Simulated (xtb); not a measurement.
CH3Si, SMILES C[Si] (connectivity only; charge and spin as stated), charge +1, multiplicity 1. All values are semi-empirical tight-binding results from xtb (GFN2-xTB unless named), good for trends rather than for accurate numbers. Geometry: GFN2-xTB. The multiplicity is an assumed one; other spin states were not compared. The isomer is the one that the SMILES or the coordinates give; other isomers of the formula were not compared.

Optimised geometry:

```xyz
5

C      0.0000     0.0000    -1.0842
Si     0.0000     0.0000     0.7839
H      0.8829     0.5097    -1.4898
H     -0.8829     0.5097    -1.4898
H      0.0000    -1.0195    -1.4898
```
Charge +1, spin multiplicity 1.

Estimate the properties. (Estimate from the structure and the level; the computed values follow.)


- point group as xtb finds it = C3v
- orbital gap = 2.83 eV
- zero-point energy = 21.4 kcal/mol
- G − E(el) at 298.15 K (modified RRHO) = 7.3 kcal/mol
- static polarisability (D4 model) = 43.7 bohr³
- solvation energy, GFN2-xTB/ALPB(water) = -54.4 kcal/mol
- solvation energy, GFN2-xTB/ALPB(acetone) = -45.6 kcal/mol

Give the atomic charges and the Wiberg bond orders between heavy atoms. (Estimate from the structure and the level; the computed values follow.)

charges (e) C1 -0.21, Si2 0.68, H3 0.18, H4 0.18, H5 0.18. Bond orders C1–Si2 1.30.
